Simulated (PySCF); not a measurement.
NMR data simulated for an unnamed compound:

¹H NMR (400 MHz, computed): δ 4.89 (m, 2H), 4.11 (t, 2H), 3.79 (t, 3H), 1.39 (m, 2H).

¹³C{¹H} NMR (computed): δ 138.6 (C), 67.3 (CH2), 16.3 (CH2).

PySCF 2.14.0 with density-fitted response routines calculation with GFN2-xTB geometry and σ from GIAO-PBE0/pcSseg-1; relativity neglected, gas phase, a single conformation, one averaged value for each set of equivalent atoms.

Chemical shifts δ = σref − σ; TMS for ¹H (σ = 31.72 ppm), ¹³C (σ = 186.93 ppm), all at this level.

Which of these does the molecule contain: a (CH3)2CH unit, a CF3 group, a ketone, an OH group, a Si–H bond?

Answers


- A (CH3)2CH unit: no.
- A CF3 group: yes (δC 138.6).
- A ketone: no.
- An OH group: no.
- A Si–H bond: yes (δH 4.89 (m)).

The data belong to SMILES FC(F)(F)[SiH2]OCC[SiH3], C$_{3}$H$_{9}$F$_{3}$OSi$_{2}$; they needn't prove each group on their own.

Carbon signals by region: 1 in the sp2 and nitrile region (100–160 ppm), 1 at 50–100 ppm, 1 below 50 ppm.

Splittings by ¹⁹F in the carbon and heteronuclear signals aren't shown, as no couplings were computed. Shifts are as computed. Against solution values, carbons near 30 ppm lie about +3 ppm off and those near 130 ppm about +5 ppm. Of 1309 compounds with measured shifts, 239 miss one by over three times the rms of a fit or turn the order of signals round; such compounds aren't used in these exercises. Multiplicities follow the n + 1 count of equivalent neighbours, as no J values were calculated; m marks all less simple cases, F and P coupling included.
